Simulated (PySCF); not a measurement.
Deuteron quadrupole couplings in `C=C/C=C(/F)CF`

C₅H₆F₂.
Cartesian coordinates in Å at the GFN2-xTB level; atoms count from 1:
```
atom  x, y, z in Å
C1     2.4399    0.3458    0.1952
C2     1.1818   -0.0701    0.0908
C3     0.0613    0.8396    0.0844
C4    -1.2151    0.4736   -0.0228
F5    -2.1776    1.4285    0.0071
C6    -1.7937   -0.9028   -0.1696
F7    -1.1487   -1.6224   -1.1455
H8     3.2657   -0.3436    0.1997
H9     2.6851    1.3919    0.2781
H10    0.9629   -1.1234   -0.0007
H11    0.2809    1.8949    0.1706
H12   -1.7014   -1.4825    0.7580
H13   -2.8456   -0.8290   -0.4632
```

Level: PBE0/pcSseg-1 (PySCF, non-relativistic); Q(2H) = 0.00286 b; rigid geometry, the same for H and D, with no vibrational averaging.

Question: Rank these positions by the coupling χzz of a deuteron there, largest first.
A. H11 (vinylic hydrogen)
B. H13 (methylene hydrogen)
C. H8 (vinylic hydrogen)

Answer: C (228 kHz), A (218 kHz), B (192 kHz).

Question: What are Vzz, η and χzz (234.96 MHz × Q × Vzz) at all hydrogens?

Answer: 
```
atom  bonded to  bond length (Å)  Vzz (au)     η  χzz (kHz)
  H8         C1            1.076    0.3391  0.05        228
  H9         C1            1.078    0.3351  0.06        225
 H10         C2            1.080    0.3232  0.08        217
 H11         C3            1.081    0.3238  0.08        218
 H12         C6            1.098    0.2819  0.07        189
 H13         C6            1.095    0.2854  0.07        192
```

Question: How does χzz go with the bond length over the 6 C–H bonds?

Answer: A straight-line fit has a slope of -17.9 kHz for each 0.01 Å, with a correlation coefficient of -0.99, over lengths from 1.076 to 1.098 Å. The longer bonds have the smaller couplings here.

Question: Give the 2H NMR doublet splittings at H13 for a magnetic field along the z, y and x axes of the gradient: 3χ/2, 3χ(1 + η)/4, 3χ(1 − η)/4.

Answer: With |χ| = 191.8 kHz and η = 0.069: 288, 154 and 134 kHz, to first order and without motion.

Isolated species at its GFN2-xTB geometry (one conformer only). GFN2-xTB bond lengths can be off by several hundredths of an ångström, more for odd bonds, and the gradients follow them. The small basis limits the accuracy of the gradients.
